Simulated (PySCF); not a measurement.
A calculated (LC-wPBE, PySCF 2.14, x2c-TZVPPall, the spin-free X2C one-electron Hamiltonian (Gaussian nucleus)) atom or ion has these occupied shells.

```json
{"shell": "1s α", "electrons": "1", "orbital energy (eV)": "-50001.7", "rms radius, mean of both spins (bohr)": "0.0249"}
{"shell": "1s β", "electrons": "1", "orbital energy (eV)": "-50001.7", "rms radius, mean of both spins (bohr)": "0.0249"}
{"shell": "2s α", "electrons": "1", "orbital energy (eV)": "-8281.6", "rms radius, mean of both spins (bohr)": "0.101"}
{"shell": "2s β", "electrons": "1", "orbital energy (eV)": "-8281.6", "rms radius, mean of both spins (bohr)": "0.101"}
{"shell": "2p α", "electrons": "3", "orbital energy (eV)": "-7386.1", "rms radius, mean of both spins (bohr)": "0.0906"}
{"shell": "2p β", "electrons": "3", "orbital energy (eV)": "-7386.1", "rms radius, mean of both spins (bohr)": "0.0906"}
{"shell": "3s α", "electrons": "1", "orbital energy (eV)": "-1861.1", "rms radius, mean of both spins (bohr)": "0.261"}
{"shell": "3s β", "electrons": "1", "orbital energy (eV)": "-1858.5", "rms radius, mean of both spins (bohr)": "0.261"}
{"shell": "3p α", "electrons": "3", "orbital energy (eV)": "-1582.5", "rms radius, mean of both spins (bohr)": "0.261"}
{"shell": "3p β", "electrons": "3", "orbital energy (eV)": "-1579.9", "rms radius, mean of both spins (bohr)": "0.261"}
{"shell": "3d α", "electrons": "5", "orbital energy (eV)": "-1208.0", "rms radius, mean of both spins (bohr)": "0.240"}
{"shell": "3d β", "electrons": "5", "orbital energy (eV)": "-1206.0", "rms radius, mean of both spins (bohr)": "0.240"}
{"shell": "4s α", "electrons": "1", "orbital energy (eV)": "-401.69", "rms radius, mean of both spins (bohr)": "0.588"}
{"shell": "4s β", "electrons": "1", "orbital energy (eV)": "-395.49", "rms radius, mean of both spins (bohr)": "0.588"}
{"shell": "4p α", "electrons": "3", "orbital energy (eV)": "-309.58", "rms radius, mean of both spins (bohr)": "0.624"}
{"shell": "4p β", "electrons": "3", "orbital energy (eV)": "-303.41", "rms radius, mean of both spins (bohr)": "0.624"}
{"shell": "4d α", "electrons": "5", "orbital energy (eV)": "-180.50", "rms radius, mean of both spins (bohr)": "0.687"}
{"shell": "4d β", "electrons": "5", "orbital energy (eV)": "-174.11", "rms radius, mean of both spins (bohr)": "0.687"}
{"shell": "5s α", "electrons": "1", "orbital energy (eV)": "-81.740", "rms radius, mean of both spins (bohr)": "1.42"}
{"shell": "5s β", "electrons": "1", "orbital energy (eV)": "-78.663", "rms radius, mean of both spins (bohr)": "1.42"}
{"shell": "5p α", "electrons": "3", "orbital energy (eV)": "-57.596", "rms radius, mean of both spins (bohr)": "1.63"}
{"shell": "5p β", "electrons": "3", "orbital energy (eV)": "-55.290", "rms radius, mean of both spins (bohr)": "1.63"}
{"shell": "4f α", "electrons": "7", "orbital energy (eV)": "-40.941", "rms radius, mean of both spins (bohr)": "0.946"}
```

**Question.** Name the element and its charge.

**Answer.** Gd³⁺ (gadolinium, charge +3), in [Xe] 4f7, high-spin 8S determinant.
